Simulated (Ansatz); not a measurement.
`[NH2][Sn][NH2]` and `[NH2][Sn][SH]` differ in one atom or group.

Ansatz, PBE0-D4/def2-TZVP geometries, multiplicity 1. Each molecule was computed in one conformer, which needn't be the lowest.

Elements past krypton have def2 core potentials.

| property | `[NH2][Sn][NH2]` |
| --- | --- |
| HOMO–LUMO gap (ωB97M-V/def2-TZVPP) / eV | 9.51 |
| HOMO energy (B3LYP/def2-TZVPP) / eV | -6.37 |
| LUMO energy (ωB97M-V/def2-TZVPP) / eV | 0.55 |
| size of the dipole moment (ωB97M-V/def2-TZVPP) / D | 0.48 |
| HOMO energy (ωB97M-V/def2-TZVPP) / eV | -8.95 |
| HOMO–LUMO gap (PBE0/def2-TZVPP) / eV | 5.50 |

Task: Give the same properties after the change, and the shifts. (An estimate is asked.)

Result: Ansatz gave: 
```tsv
property	`[NH2][Sn][SH]`	shift
HOMO–LUMO gap (ωB97M-V/def2-TZVPP) / eV	8.82	-0.69
HOMO energy (B3LYP/def2-TZVPP) / eV	-6.72	-0.35
LUMO energy (ωB97M-V/def2-TZVPP) / eV	-0.11	-0.66
size of the dipole moment (ωB97M-V/def2-TZVPP) / D	2.01	1.53
HOMO energy (ωB97M-V/def2-TZVPP) / eV	-8.93	0.02
HOMO–LUMO gap (PBE0/def2-TZVPP) / eV	5.10	-0.40
```

With PBE0 the HOMO falls by 0.30 eV and the LUMO falls by 0.69 eV, so the gap narrows by about 0.39 eV. PBE moves the HOMO by -0.48 eV and ωB97M-V by 0.02 eV. The zero-point energy changes by -39.6 kJ/mol with -3 modes. Dipoles are sizes alone; their direction can turn.

B3LYP here is the variant with VWN-RPA as its local correlation; programs differ in this.
